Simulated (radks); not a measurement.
The numbers below are computed, except where a source is named.
Valence configurations of Nb IV (all share [Kr]). Level of theory: Dirac Kohn-Sham, PBE, spin-unpolarised, spherical densities, finite nucleus; open shells fill j = l - 1/2 first; Fermi nuclear charge, rms radius 4.324 fm (a radial shooting solver on a logarithmic mesh with Libxc functionals). Energies are relative to 4d2; eigenvalues in eV.

| valence | E (eV) | e(4d3/2) | e(5p1/2) | e(5s1/2) |
|---|---|---|---|---|
| 4d2 | 0.000 | -30.689 | - | - |
| 4d1.5 5s0.5 | 2.751 | -32.258 | - | -26.394 |
| 4d1.5 5p0.5 | 5.519 | -32.680 | -21.132 | - |
| 4d1 5s1 | 5.866 | -33.860 | - | -27.266 |
| 4d1 5s0.5 5p0.5 | 8.704 | -34.275 | -21.855 | -27.538 |
| 4d1 5p1 | 11.549 | -34.685 | -22.118 | - |
| 4d0.5 5s1 5p0.5 | 12.256 | -35.892 | -22.593 | -28.418 |
| 5s2 | 13.199 | - | - | -29.036 |
| 4d0.5 5p1.5 | 18.089 | -36.692 | -23.092 | - |
| 5p2 | 25.156 | - | -24.022 | - |

NIST lists [Kr] 4d2 as the ground configuration; this level of theory agrees among the configurations tried. The energies are those of spherical spin-averaged densities, not of single terms.
